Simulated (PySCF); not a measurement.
**SeI at PBE0**

Computed with PBE0; PySCF, scalar-relativistic core potentials, basis sets Se cc-pVTZ-PP with ECP10, I cc-pVTZ-PP with ECP28.

- state: ²Π (doublet), unpaired electrons π ↑
- bond length: 2.448 Å
- harmonic wavenumber: 280 cm⁻¹
- force constant: 2.26 mdyn/Å
- rotational constant Be: 0.05737 cm⁻¹
- anharmonicity ωexe: 0.645 cm⁻¹
- vibration–rotation constant αe: 0.000174 cm⁻¹
- well depth De to Se + I: 2.31 eV
- dissociation energy D0: 2.29 eV
- bond order (Mayer): 1.38
- dipole moment (positive dipole means Se(−)I(+)): 0.38 D

Spin–orbit coupling is left out, which matters for elements this heavy, above all for dissociation energies. The state was picked by a PBE0 search and need not be the measured ground state.
